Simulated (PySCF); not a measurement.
SMILES F[SiH2][SiH2][SiH3] (CAM-B3LYP/def2-SVP optimised geometry):

```
11

Si    -1.351    -1.842     1.874
Si    -0.511    -0.708     0.000
Si    -1.301    -1.844    -1.896
F     -2.623    -2.671    -1.414
H     -0.983    -3.282     1.790
H     -0.789    -1.275     3.132
H     -2.833    -1.718     1.906
H     -0.980     0.708     0.000
H      0.980    -0.708     0.000
H     -0.308    -2.831    -2.396
H     -1.708    -0.946    -3.009
```

Level of theory: CAM-B3LYP/def2-TZVP run with PySCF.

Problem. What are the frontier orbital energies and the dipole moment?

Solution. HOMO-2 -10.94 eV, HOMO-1 -10.19 eV, HOMO -9.29 eV, LUMO 0.14 eV, LUMO+1 0.92 eV; dipole moment 1.38 D.

On the same geometry PBE/def2-TZVP in PySCF gives HOMO-2 -8.15 eV, HOMO-1 -7.64 eV, HOMO -6.95 eV, LUMO -1.74 eV, LUMO+1 -1.05 eV; dipole moment 1.21 D.

Meta-Löwdin charges at CAM-B3LYP/def2-TZVP: Si1 0.26, Si2 0.11, Si3 0.74, F4 -0.52, H5 -0.08, H6 -0.08, H7 -0.08, H8 -0.07, H9 -0.07, H10 -0.11, H11 -0.10.
